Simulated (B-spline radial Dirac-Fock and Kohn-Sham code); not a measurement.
The computed values come from a radial finite-basis atomic code: ΔSCF Dirac-Fock with Breit, self-energy and vacuum polarisation, finite nucleus, configuration average. Free neutral atoms up to Cf, the lines Kα1, Kβ1, Lα1, Lβ1, Lβ2, Lγ1, Lℓ and Mα1 where both subshells are closed (so no Lα of most 3d metals and no Mα of most lanthanides); Na, Y were not searched.

Q: Zn Lα1 is computed at 1013.9 eV. Which of the searched lines of other elements lie within 46 eV and could overlap it in an energy-dispersive spectrum?

A: Ge Lℓ at 1032.9 eV (+19).
